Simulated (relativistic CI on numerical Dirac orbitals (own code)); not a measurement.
**How well does a small relativistic CI reproduce Ge IV?**

Computed by Dirac-Coulomb-Breit CI, KLI orbitals optimised for each configuration, model QED (radiative potential, 1s self-energy scaled to tabulated hydrogen-like ionisation energies), valence Slater integrals scaled by 0.85, P86 correlation energy added to each configuration (own radial code, finite nucleus).

CI space (outside the closed core [Ar]): 3d10.4s, 3d10.4p, 3d10.4d, 3d10.4f, 3d10.5s, 3d9.4s2, 3d10.5p, 3d10.5d, 3d10.6s, 3d10.6p, 3d10.5f, 3d10.5g, 3d9.4p2, 3d9.4s.4p, 3d10.6d, 3d10.7s. Levels of other configurations are missing.

```tsv
Configuration	Term (tabulated)	J	Measured (cm⁻¹)	Computed	Error	Purity (%)
3d10.4s	2S	1/2	0.0	0	0	100
3d10.4p	2P°	1/2	81311.4	79993	-1318	100
3d10.4p	2P°	3/2	84102.3	82585	-1517	100
3d10.4d	2D	3/2	190601.5	185486	-5115	100
3d10.4d	2D	5/2	190852.5	185722	-5130	100
3d10.5s	2S	1/2	199263.7	194239	-5025	100
3d10.5p	2P°	1/2	226456.7	221291	-5166	100
3d10.5p	2P°	3/2	227393.9	222153	-5241	100
3d10.4f	2F°	7/2	257492.0	254005	-3487	100
3d10.4f	2F°	5/2	257496.0	254010	-3486	100
3d9.4s2	2D †	5/2	259938.0	208046	-51892	97
3d9.4s2	2D †	3/2	264444.0	212449	-51995	97
3d10.5d	2D	3/2	267455.5	262015	-5441	100
3d10.5d	2D	5/2	267575.6	262123	-5452	100
3d10.6s	2S	1/2	270603.4	264739	-5865	100
3d9.4s.4p	4P°	3/2	281715.0	275550	-6165	93
3d10.6p	2P°	1/2	283027.8	277190	-5837	99
3d10.6p	2P°	3/2	283461.4	277606	-5856	100
3d9.4s.4p	4P°	1/2	284009.0	277804	-6205	96
3d9.4s.4p	4D°	1/2	293876.0	285597	-8279	71
3d10.5f	2F°	7/2	297564.2	293676	-3888	99
3d10.6d	2D	3/2	303105.8	297395	-5711	100
3d10.6d	2D	5/2	303168.5	297450	-5718	100
3d10.7s	2S	1/2	304667.6	298839	-5829	100
```

Measured levels from Sugar and Musgrove, J. Phys. Chem. Ref. Data 22, 1213 (1993); pairs were made by configuration, J and term (by order where the table uses no LS term), so strongly mixed levels may be paired wrongly.

Mean error by configuration (cm⁻¹): 3d10.4p -1418; 3d10.4d -5123; 3d10.5s -5025; 3d10.5p -5204; 3d10.4f -3487; 3d10.5d -5446; 3d10.6s -5865; 3d9.4s.4p -6883; 3d10.6p -5846; 3d10.5f -3888; 3d10.6d -5715; 3d10.7s -5829. Over the excited levels the mean absolute error is 5035 cm⁻¹ (23 of the 34 excited levels that our extract of the source holds in range could be paired, and the others can miss by more), and the median relative error of those above 1,000 cm⁻¹ is 2.1 %. † marks terms whose computed intervals miss the measured ones by more than a factor of 2.5, or configurations far off the rest, from wrong mixing, a near crossing or a doubtful label or measurement; they are left out of the means.
